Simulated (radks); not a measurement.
Results of a calculation; reference values are marked as such.
Species: Ni+. Configuration: [Ne] 3s2 3p5.75 3d9 4d0.25 (fractional occupations, a model configuration). Level of theory: non-relativistic Kohn-Sham, SOGGA, spin-unpolarised, spherical densities, point nucleus (a radial shooting solver on a logarithmic mesh with Libxc functionals).

Unscreened Slater integrals over Kohn-Sham orbitals (cm^-1).

| integral | value |
|---|---|
| F0(4d,4d) | 27696 |
| F2(4d,4d) | 14705 |
| F4(4d,4d) | 9682.7 |
| F0(4d,3d) | 36708 |
| F2(4d,3d) | 2912.6 |
| F4(4d,3d) | 1061.7 |
| G0(4d,3d) | 1330.0 |
| G2(4d,3d) | 1112.7 |
| G4(4d,3d) | 758.71 |
| F0(4d,3p) | 37005 |
| F2(4d,3p) | 2220.5 |
| G1(4d,3p) | 1397.0 |
| G3(4d,3p) | 909.85 |
| F0(4d,3s) | 37061 |
| G2(4d,3s) | 1139.0 |
| F0(3d,3d) | 200960 |
| F2(3d,3d) | 89891 |
| F4(3d,3d) | 55363 |
| F0(3d,3p) | 223070 |
| F2(3d,3p) | 102920 |
| G1(3d,3p) | 127350 |
| G3(3d,3p) | 76572 |
| F0(3d,3s) | 227180 |
| G2(3d,3s) | 95659 |
| F0(3p,3p) | 251900 |
| F2(3p,3p) | 125510 |
| F0(3p,3s) | 256970 |
| G1(3p,3s) | 169850 |
| F0(3s,3s) | 262490 |

Derived for the open shells (J is the average intra-shell exchange parameter used in DFT+U). 3p: J = F2/5 = 25100 cm^-1. 3d: Racah B = F2/49 - 5 F4/441 = 1207 cm^-1, C = 35 F4/441 = 4394 cm^-1, C/B = 3.64, F4/F2 = 0.616, J = (F2 + F4)/14 = 10380 cm^-1. 4d: Racah B = F2/49 - 5 F4/441 = 190.3 cm^-1, C = 35 F4/441 = 768.5 cm^-1, C/B = 4.04, F4/F2 = 0.658, J = (F2 + F4)/14 = 1742 cm^-1.
